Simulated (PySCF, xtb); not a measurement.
Si(F)(H)2(SMe) (CH5FSSi), SMILES CS[SiH2]F.

GFN2-xTB run with xtb at its own geometry gives an orbital gap of 4.29 eV and a dipole moment of 1.83 D.

Geometry: B3LYP-D3(BJ)/def2-SVP. Other conformers were not sampled.

### Question
What does PySCF with ωB97X/def2-TZVP give? (Estimate from the structure and the level; the computed values follow.)

### Answer
gap 11.84 eV (levels -9.75 and 2.10 eV), dipole 1.69 D.
